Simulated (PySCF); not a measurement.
B₂H₄O, SMILES BOB. Atoms are numbered in the order given.

```xyz
7

O      0.0000     0.0000     0.0000
B      0.0000     0.0000    -1.3342
H     -0.7412     0.7412    -1.9043
H      0.7412    -0.7412    -1.9043
B      0.0000     0.0000     1.3342
H     -0.7412    -0.7412     1.9043
H      0.7412     0.7412     1.9043
```

Geometry optimised at B3LYP-D3(BJ)/def2-TZVP.

These are PBE/pcJ-1 in PySCF values and carry that method's errors.

Isotropic couplings with Fermi-contact, spin-dipole and both spin-orbit terms, one fixed conformer, no vibrational averaging. Isotopes: 11B, 1H.

**Question.** Estimate the spin–spin coupling constants. (The exact figures need the calculation; the answer reports its results.)

**Answer.** 
```json
[
 {"pair": "B2–H3", "bonds apart": "1", "J (Hz)": "146.7"},
 {"pair": "B2–H4", "bonds apart": "1", "J (Hz)": "146.7"},
 {"pair": "B5–H6", "bonds apart": "1", "J (Hz)": "146.7"},
 {"pair": "B5–H7", "bonds apart": "1", "J (Hz)": "146.7"},
 {"pair": "B2–B5", "bonds apart": "2", "J (Hz)": "4.2"},
 {"pair": "H3–H4", "bonds apart": "2", "J (Hz)": "12.4"},
 {"pair": "H6–H7", "bonds apart": "2", "J (Hz)": "12.4"},
 {"pair": "B2–H6", "bonds apart": "3", "J (Hz)": "2.6"},
 {"pair": "B2–H7", "bonds apart": "3", "J (Hz)": "2.6"},
 {"pair": "H3–B5", "bonds apart": "3", "J (Hz)": "2.6"},
 {"pair": "H4–B5", "bonds apart": "3", "J (Hz)": "2.6"},
 {"pair": "H3–H6", "bonds apart": "4", "J (Hz)": "-3.7"},
 {"pair": "H3–H7", "bonds apart": "4", "J (Hz)": "-3.7"},
 {"pair": "H4–H6", "bonds apart": "4", "J (Hz)": "-3.7"},
 {"pair": "H4–H7", "bonds apart": "4", "J (Hz)": "-3.7"}
]
```
